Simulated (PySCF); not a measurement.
Input of a driver script around PySCF for `N#CC#CC(F)F`, coordinates in Å (PBE0-D3(BJ)/def2-SVP geometry):
```
{"job": {"kind": "eom", "basis": "aug-cc-pVDZ", "nee": 0}, "charge": 0, "multiplicity": 1}
N      3.327063     0.180878     1.623014
C      2.281732     0.121174     1.119387
C      1.045440     0.053562     0.520025
C     -0.044101    -0.003651    -0.009430
C     -1.336032    -0.057742    -0.710722
F     -2.212478     0.781248    -0.132663
F     -1.833844    -1.304591    -0.660240
H     -1.213955     0.231778    -1.770040
```

Task: What does the run print?

Result: 
```
E(HF) = -405.3366606306
E(MP2) = -406.4161126040
E(CCSD) = -406.4289979736
T1 diagnostic = 0.0140

EOM-IP-CCSD (eV)   Koopmans (eV)
  11.9212      11.9570
  11.9656      12.0347
  13.7659      16.4151
  14.1151      16.2043
  14.5817      15.2023
  14.6046      15.1666
  15.5888      18.2674
  16.0905      18.5010
```

Method used: CCSD and EOM-CCSD/aug-cc-pVDZ in PySCF, restricted Hartree–Fock reference, frozen core, non-relativistic, gas phase, PBE0-D3(BJ)/def2-SVP geometry. Each EOM-IP line stands beside −ε of the orbital with the largest one-hole amplitude.

Task: What correlation energies follow, and how does the T1 diagnostic stand?

Result: MP2 -1.07945 Eh, CCSD -1.09234 Eh; CCSD lies 12.9 mEh below MP2. T1 = 0.0140, below the customary warning level of 0.02.

Task: Which orbital leads each EOM-IP root, and how large is the one-hole share of its vector?

Result: 11.92 eV: HOMO, one-hole share 0.96; 11.97 eV: HOMO-1, one-hole share 0.96; 13.77 eV: HOMO-5, one-hole share 0.91; 14.12 eV: HOMO-4, one-hole share 0.95; 14.58 eV: HOMO-3, one-hole share 0.93; 14.60 eV: HOMO-2, one-hole share 0.93; 15.59 eV: HOMO-6, one-hole share 0.94; 16.09 eV: HOMO-7, one-hole share 0.94.

The run took 8.6 min on x86-64 server, one thread, on a shared host.
